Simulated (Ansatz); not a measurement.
Species, as SMILES: P#N (N-P).
Atoms: N1, P2. Bonds: N1-P2.

Basis-set convergence of the highest harmonic wavenumber at B3LYP with Ansatz (a quantum-chemistry and plane-wave program). Each level at its own minimum, finite differences of forces, unscaled; the reference is a large set that could be run, not a limit. Cartesian d functions, on some or all atoms, in 6-311G**, 6-311+G**; all else is spherical. The program fits the integrals of some runs and decomposes those of others, by size. No added dispersion term, no relativity. Reference: the value in aug-cc-pV(Q+d)Z, 1407 cm⁻¹. Deviations are taken from unrounded values.

```json
[
 {"basis": "def2-SVP", "functions": "32", "highest harmonic wavenumber (cm⁻¹)": "1404"},
 {"basis": "def2-SVPD", "functions": "44", "highest harmonic wavenumber (cm⁻¹)": "1404"},
 {"basis": "pcseg-1", "functions": "32", "highest harmonic wavenumber (cm⁻¹)": "1387"},
 {"basis": "aug-pcseg-1", "functions": "50", "highest harmonic wavenumber (cm⁻¹)": "1388"},
 {"basis": "cc-pV(D+d)Z", "functions": "37", "highest harmonic wavenumber (cm⁻¹)": "1386"},
 {"basis": "aug-cc-pV(D+d)Z", "functions": "55", "highest harmonic wavenumber (cm⁻¹)": "1385"},
 {"basis": "6-311G**", "functions": "45", "highest harmonic wavenumber (cm⁻¹)": "1398"},
 {"basis": "6-311+G**", "functions": "53", "highest harmonic wavenumber (cm⁻¹)": "1399"},
 {"basis": "pcseg-2", "functions": "64", "highest harmonic wavenumber (cm⁻¹)": "1403"},
 {"basis": "aug-pcseg-2", "functions": "96", "highest harmonic wavenumber (cm⁻¹)": "1403"},
 {"basis": "def2-TZVP", "functions": "68", "highest harmonic wavenumber (cm⁻¹)": "1404"},
 {"basis": "def2-TZVPD", "functions": "80", "highest harmonic wavenumber (cm⁻¹)": "1405"},
 {"basis": "cc-pV(T+d)Z", "functions": "69", "highest harmonic wavenumber (cm⁻¹)": "1407"},
 {"basis": "aug-cc-pV(T+d)Z", "functions": "101", "highest harmonic wavenumber (cm⁻¹)": "1404"},
 {"basis": "def2-TZVPP", "functions": "73", "highest harmonic wavenumber (cm⁻¹)": "1404"},
 {"basis": "def2-TZVPPD", "functions": "85", "highest harmonic wavenumber (cm⁻¹)": "1405"},
 {"basis": "cc-pV(Q+d)Z", "functions": "119", "highest harmonic wavenumber (cm⁻¹)": "1408"},
 {"basis": "aug-cc-pV(Q+d)Z", "functions": "169", "highest harmonic wavenumber (cm⁻¹)": "1407"},
 {"basis": "def2-QZVPP", "functions": "127", "highest harmonic wavenumber (cm⁻¹)": "1407"},
 {"basis": "def2-QZVPPD", "functions": "139", "highest harmonic wavenumber (cm⁻¹)": "1407"}
]
```

What the diffuse functions change, pair by pair:
- def2-SVP to def2-SVPD: 12 more functions, deviation -4 to -3 cm⁻¹
- pcseg-1 to aug-pcseg-1: 18 more functions, deviation -21 to -19 cm⁻¹
- cc-pV(D+d)Z to aug-cc-pV(D+d)Z: 18 more functions, deviation -21 to -23 cm⁻¹
- 6-311G** to 6-311+G**: 8 more functions, deviation -10 to -8 cm⁻¹
- pcseg-2 to aug-pcseg-2: 32 more functions, deviation -4 to -5 cm⁻¹
- def2-TZVP to def2-TZVPD: 12 more functions, deviation -4 to -3 cm⁻¹
- cc-pV(T+d)Z to aug-cc-pV(T+d)Z: 32 more functions, deviation 0 to -3 cm⁻¹
- def2-TZVPP to def2-TZVPPD: 12 more functions, deviation -3 to -2 cm⁻¹
- cc-pV(Q+d)Z to aug-cc-pV(Q+d)Z: 50 more functions, deviation 1 to 0 cm⁻¹
- def2-QZVPP to def2-QZVPPD: 12 more functions, deviation -1 to -1 cm⁻¹

Leaving out the reference's own pair, they bring the value nearer the reference by more than 1 cm⁻¹ in 4 of 9 pairs.
